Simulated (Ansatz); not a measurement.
Basis sets compared for GeEt(NMe2)3 (C₈H₂₃GeN₃). The state is a singlet with charge 0. Geometry r2SCAN-D4/def2-SVP. Ansatz on 4 threads of Arm Neoverse V1 on a shared host; times are rough, and most runs start from earlier orbitals.

Cartesian coordinates in Å:
```
Ge 0.105 -0.099 0.235
C -0.177 -0.843 2.024
C -1.625 -1.297 2.219
H 0.120 -0.114 2.797
H 0.516 -1.696 2.122
H -1.786 -1.739 3.215
H -2.332 -0.459 2.109
H -1.907 -2.054 1.470
N -0.535 -1.124 -1.148
C 0.163 -2.321 -1.553
C -1.928 -1.101 -1.529
H -0.297 -3.248 -1.141
H 1.210 -2.283 -1.218
H 0.164 -2.431 -2.658
H -2.417 -0.198 -1.131
H -2.043 -1.096 -2.633
H -2.490 -1.986 -1.154
N 1.918 -0.020 -0.107
C 2.851 0.277 0.953
C 2.375 0.407 -1.411
H 3.824 -0.222 0.771
H 2.476 -0.087 1.922
H 3.066 1.365 1.063
H 1.626 0.151 -2.177
H 2.567 1.501 -1.472
H 3.321 -0.103 -1.682
N -0.861 1.467 0.077
C -1.092 2.326 1.214
C -0.826 2.182 -1.180
H -0.313 3.111 1.343
H -1.136 1.744 2.147
H -2.062 2.854 1.114
H -0.647 1.483 -2.012
H -1.793 2.690 -1.373
H -0.036 2.964 -1.216
```

The 6-31G sets use Cartesian d functions.

Binding counts from free atoms (Ge triplet, C triplet, H doublet, N quartet) in the same basis, without a counterpoise term.

| level | functions | energy (Eh) | HOMO (eV) | LUMO (eV) | binding per atom (eV) | wall time |
| --- | --- | --- | --- | --- | --- | --- |
| HF/STO-3G | 96 | -2525.7038 | -6.74 | 11.18 | 3.57 | 1.2 s |
| HF/6-31G | 174 | -2554.5047 | -8.72 | 5.15 | 2.70 | 4.4 s |
| PBE-D4/def2-SVP | 301 | -2558.4097 | -4.23 | 0.46 | 4.04 | 9 s |
| PBE0-D4/def2-SVP | 301 | -2558.5452 | -5.56 | 1.32 | 3.98 | 18 s |

Estimate the rows for PBE-D4/def2-TZVP (with forces), PBE0-D4/def2-TZVP.


```
                         level  functions  energy (Eh)  HOMO (eV)  LUMO (eV)  binding per atom (eV)  wall time
PBE-D4/def2-TZVP (with forces)        527   -2559.2020      -4.38      -0.06                   4.00       21 s
             PBE0-D4/def2-TZVP        527   -2559.3243      -5.66       0.74                   3.94       44 s
```
